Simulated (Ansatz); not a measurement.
**Worked example: C2H3F3Si + C2H4Si → C2H6F2Si2 + C2HF**

Species: C2H3F3Si `C=C[Si](F)(F)F`, singlet; C2H4Si (ethynylsilane) `C#C[SiH3]`, singlet; C2H6F2Si2 `C=C[Si](F)(F)[SiH3]`, singlet; C2HF (fluoroacetylene) `C#CF`, singlet. The partners trade F for SiH3: Si–F and C–SiH3 bonds give way to Si–SiH3 and C–F.

Shapes, held fixed at every level: PBE0-D4/def2-TZVP. Flexible molecules stand in one conformer, not always the lowest. Programs: Ansatz 0.2.0. Electronic energies: no zero-point or thermal term.

At CCSD(T)/CBS estimate; 1 Eh = 2625.50 kJ/mol:

```
  species  energy (Eh)
 C2H3F3Si  -666.569678
   C2H4Si  -367.520812
C2H6F2Si2  -857.572417
     C2HF  -176.383876
```

Question: Work out ΔE of the reaction at this level.

Answer: 
1. Products less reactants: (-857.572417) + (-176.383876) − [(-666.569678) + (-367.520812)] = 0.134197 Eh = +352.3 kJ/mol.

Other levels give +329.8 (B3LYP-D4/def2-TZVPP) to +366.9 kJ/mol (HF/def2-TZVPP). No measured value is set beside it here. The CBS estimate extrapolates MP2 from def2-TZVPP and def2-QZVPP and adds CCSD(T) − MP2 in the triple-zeta set, cores frozen.
